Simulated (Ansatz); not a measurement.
The cluster Al₂S₂. Charge 0, multiplicity 1. Geometry PBE0-D4/def2-TZVP, basis def2-TZVP, Ansatz.

```tsv
atom	x (Å)	y (Å)	z (Å)
Al1	0.221	0.605	1.834
Al2	0.887	-0.695	-1.583
S3	-0.712	-0.943	0.220
S4	-0.395	1.034	-0.470
```

```tsv
run	HOMO (eV)	LUMO (eV)
A	-5.90	-2.46
B	-6.28	-2.09
C	-5.42	-2.77
D	-5.58	-2.70
```

HSE06 is defined as in plane-wave codes, on full-range PBE exchange. Another isomer (singlet) lies 0.73 eV lower at PBE0-D4/def2-TZVP; other spin states weren't run for this one.

Q: The runs used HSE06, PBE, PBE0, r2SCAN. Estimate which is which.

A: A HSE06 (range-separated); B PBE0 (25 % exact exchange); C PBE (0 % exact exchange); D r2SCAN (0 % exact exchange). Exact exchange lowers occupied and raises empty levels; among semilocal functionals meta-GGAs tend to open the gap a little, and such runs are hard to tell apart. The gap grows from 2.66 eV (PBE) to 4.19 eV (PBE0). The restricted singlet is unstable towards broken spin symmetry in Hartree–Fock (as tested in another run); at HSE06-D4/def2-TZVP, PBE0-D4/def2-TZVP, PBE-D4/def2-TZVP, r2SCAN-D4/def2-TZVP this wasn't settled.
